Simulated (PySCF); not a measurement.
**Magnesium: a sound run and one with changed settings**

Sound run: Mg⁺ [Ne] 3s1, Mg²⁺ [Ne]. All numbers are calculated (PySCF 2.14, no relativity, point nucleus, in cc-pVDZ (4s3p1d, 18 functions)). The sound run starts from symmetry-adapted Hartree-Fock orbitals and uses a fine grid where one is needed.

Changed run: initial guess atom, at most 50 SCF cycles.

```json
{"species": "Mg⁺", "method": "UHF", "sound run (hartree)": "-199.36487", "changed run (hartree)": "-199.36487", "converged": "yes"}
{"species": "Mg⁺", "method": "BP86", "sound run (hartree)": "-199.79721", "changed run (hartree)": "-199.79721", "converged": "yes"}
{"species": "Mg⁺", "method": "M06-L", "sound run (hartree)": "-199.77590", "changed run (hartree)": "-199.77590", "converged": "yes"}
{"species": "Mg²⁺", "method": "UHF", "sound run (hartree)": "-198.82420", "changed run (hartree)": "-198.82420", "converged": "yes"}
{"species": "Mg²⁺", "method": "BP86", "sound run (hartree)": "-199.23884", "changed run (hartree)": "-199.23884", "converged": "yes"}
{"species": "Mg²⁺", "method": "M06-L", "sound run (hartree)": "-199.25343", "changed run (hartree)": "-199.25343", "converged": "yes"}
```

Here the plain start reaches the same solutions.
